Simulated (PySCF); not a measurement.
Two-component Hartree-Fock for Tm⁶⁷⁺ (thulium, charge +67)

Start: 1s2. Calculated with PySCF 2.14 in an even-tempered Gaussian basis (15 s from 210 bohr⁻², ratio 2.4; 11 p from 270 bohr⁻², ratio 2.4; 3 d from 850 bohr⁻², ratio 2.6; 3 f from 1300 bohr⁻², ratio 2.6): generalised Hartree-Fock with the X2C-1e Hamiltonian and a Gaussian nucleus; one run each with spin-orbit coupling (SO) switched off, then screened by Boettger's factors.

```json
{"spinor shell": "1s1/2", "electrons": "2", "ε, spin-free (eV)": "-68124.4", "ε, screened SO (eV)": "-68124.4", "weight of nominal j (screened SO)": "1.000", "rms radius, screened SO (bohr)": "0.0226"}
```

```csv
quantity,spin-free,screened SO
E (hartree),-5057.01825,-5057.01825
M_J,0,0
⟨J²⟩,0.000,0.000
⟨L²⟩,0.000,0.000
⟨S²⟩,0.000,0.000
```

Breit and QED terms are absent; they matter most for the inner s and p1/2 levels.

Densities and radii are taken from the X2C orbitals without a picture-change correction, which distorts them close to the nucleus.

Without spin-orbit coupling the j labels of p, d and f shells carry no meaning; the spin-free column gives the mean over the occupied spinors of each nl shell.
